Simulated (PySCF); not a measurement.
Species: C6H13S (doublet state).
Numbering: `[CH3:1][CH:2][S:3][C@H:4]([CH3:5])[CH2:6][CH3:7]` (hydrogens: H8, H9, H10 on C1; H11 on C2; H12 on C4; H13, H14, H15 on C5; H16, H17 on C6; H18, H19, H20 on C7)

Method: PBE0-D3(BJ)/def2-SVP geometry optimisation, gas phase in PySCF; unrestricted, density fitting, grid level 1; the optimiser is geomeTRIC in internal coordinates, started from a GFN2-xTB structure.

Step 1: E = -17249.3887 eV
```
atom  x, y, z in Å  |  force x, y, z in eV/Å
C1      3.0818    0.4416   -1.5172   -0.131   0.002   0.077
C2      1.9365    0.4694   -0.5634    0.058   0.096  -0.024
S3      0.4022   -0.1523   -1.0431   -0.089  -0.005   0.042
C4     -0.4793   -0.2461    0.5727    0.129  -0.085  -0.108
C5      0.0293   -1.4360    1.3736   -0.070   0.100  -0.002
C6     -1.9835   -0.2971    0.3129    0.033   0.235  -0.103
C7     -2.5636    0.9861   -0.2763    0.074  -0.179   0.057
H8      3.1692    1.3767   -2.1040   -0.002  -0.011  -0.019
H9      4.0349    0.3181   -0.9761    0.004  -0.004  -0.010
H10     2.9864   -0.3895   -2.2329    0.022  -0.005   0.007
H11     1.9408    1.1875    0.2669    0.029  -0.076   0.010
H12    -0.2304    0.6926    1.0966   -0.023   0.020   0.027
H13    -0.2209   -2.3787    0.8634    0.013  -0.011   0.009
H14     1.1214   -1.3892    1.4944   -0.015  -0.007   0.000
H15    -0.4316   -1.4493    2.3756    0.003  -0.015  -0.009
H16    -2.4778   -0.5196    1.2736   -0.006  -0.053   0.001
H17    -2.1952   -1.1491   -0.3564   -0.043  -0.047   0.046
H18    -2.0930    1.2180   -1.2433    0.000   0.030   0.002
H19    -2.3883    1.8401    0.3968   -0.008   0.019  -0.010
H20    -3.6492    0.8980   -0.4351    0.022  -0.006   0.008
```

Step 2: E = -17249.3932 eV
```
atom  x, y, z in Å  |  force x, y, z in eV/Å
C1      3.0612    0.4480   -1.5264    0.058   0.040   0.058
C2      1.9481    0.4594   -0.5393   -0.003   0.008  -0.103
S3      0.4085   -0.1401   -1.0328   -0.039   0.021   0.104
C4     -0.4732   -0.2423    0.5750    0.056   0.008  -0.050
C5      0.0246   -1.4282    1.3836   -0.009  -0.001   0.022
C6     -1.9733   -0.2945    0.3048   -0.026   0.033  -0.003
C7     -2.5527    0.9799   -0.2892   -0.003  -0.014  -0.002
H8      3.1408    1.3971   -2.0931   -0.002  -0.024  -0.004
H9      4.0307    0.3005   -1.0199   -0.010   0.013  -0.023
H10     2.9397   -0.3636   -2.2615    0.003   0.014   0.031
H11     1.9780    1.1397    0.3220    0.005  -0.077  -0.033
H12    -0.2333    0.6981    1.1034   -0.024  -0.019   0.001
H13    -0.2168   -2.3745    0.8734    0.014   0.022   0.014
H14     1.1155   -1.3819    1.5188   -0.025  -0.008   0.000
H15    -0.4489   -1.4418    2.3806    0.014   0.000  -0.037
H16    -2.4715   -0.5216    1.2637   -0.005  -0.006  -0.021
H17    -2.1832   -1.1539   -0.3579   -0.011   0.001   0.035
H18    -2.0793    1.2168   -1.2549   -0.015   0.002   0.030
H19    -2.3877    1.8394    0.3816   -0.009  -0.018  -0.020
H20    -3.6374    0.8850   -0.4531    0.032   0.005   0.001
```

Q: Estimate the geometry and energy of step 3. (The exact step hangs on the optimiser's Hessian estimate; all steps are aligned on step 2, rigid shifts and turns removed.)

A: E = -17249.3948 eV, largest force 0.193 eV/Å
```
atom  x, y, z in Å  |  force x, y, z in eV/Å
C1      3.0712    0.4593   -1.5325    0.026  -0.049  -0.086
C2      1.9503    0.4255   -0.5594   -0.022   0.047   0.093
S3      0.3912   -0.1352   -1.0400    0.104   0.003  -0.081
C4     -0.4733   -0.2349    0.5692    0.000   0.095   0.049
C5      0.0212   -1.4118    1.3876    0.053  -0.093   0.036
C6     -1.9739   -0.2892    0.3084   -0.044  -0.175   0.070
C7     -2.5600    0.9711   -0.2931   -0.072   0.147  -0.060
H8      3.1627    1.4335   -2.0533   -0.016  -0.019   0.003
H9      4.0370    0.2797   -1.0291   -0.036   0.019   0.006
H10     2.9545   -0.3143   -2.3081    0.001   0.009   0.005
H11     2.0014    1.0374    0.3488   -0.013  -0.029   0.011
H12    -0.2373    0.7092    1.0943   -0.011  -0.033  -0.014
H13    -0.2163   -2.3642    0.8866    0.006   0.031   0.002
H14     1.1113   -1.3664    1.5269   -0.010  -0.003   0.004
H15    -0.4551   -1.4191    2.3829    0.009   0.013  -0.029
H16    -2.4650   -0.5130    1.2724    0.009   0.043  -0.018
H17    -2.1916   -1.1614   -0.3359    0.023   0.035   0.000
H18    -2.0960    1.2061   -1.2640   -0.013  -0.021   0.028
H19    -2.3983    1.8408    0.3656   -0.004  -0.034  -0.009
H20    -3.6446    0.8681   -0.4486    0.009   0.010  -0.009
```

The energy changes by -0.0016 eV. The first-order estimate −F·Δx gives -0.0092 eV and the mean of the old and new forces, exact on a quadratic surface, -0.0021 eV. The step makes an angle of 76° with the force vector and moves no atom by more than 0.108 Å.

What follows is the cost of the whole optimisation. Hardware: an x86-64 server with one thread (shared host). Cost: 2.7 min wall.
